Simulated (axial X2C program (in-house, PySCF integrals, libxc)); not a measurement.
Which molecule has these constants?

All values come from calculations with an in-house relativistic program for diatomic molecules, spin-free (one-electron X2C) or two-component (2c: spin–orbit coupling with atomic mean-field Coulomb and Gaunt terms, which also bring small scalar terms), in Dyall basis sets with cores contracted in-house; open shells are unrestricted.

A two-component PBE0 calculation in a Dyall 3-zeta basis gave Re = 2.787 Å, ωe = 172.6 cm⁻¹, De = 1.28 eV, Ω = 0.

Which molecule is it?
A. TeCl⁻
B. TeF⁻
C. TeBr⁻
D. TeI⁻

D. The others have TeCl⁻ 2.457 Å and 296.2 cm⁻¹ (Ω = 0); TeBr⁻ 2.601 Å and 209.0 cm⁻¹ (Ω = 0); TeF⁻ 2.004 Å and 494.0 cm⁻¹ (Ω = 0).

Each entry is the lowest single determinant of a limited PBE0 search at one distance. De goes to single-determinant-based atoms at the same level (for ions the charge split of lowest energy) and is withheld (n/a) where an atom does not fit its ground term or J level. Main or longest-lived isotopes. The functionals have no current term, which raises determinants with orbital currents.
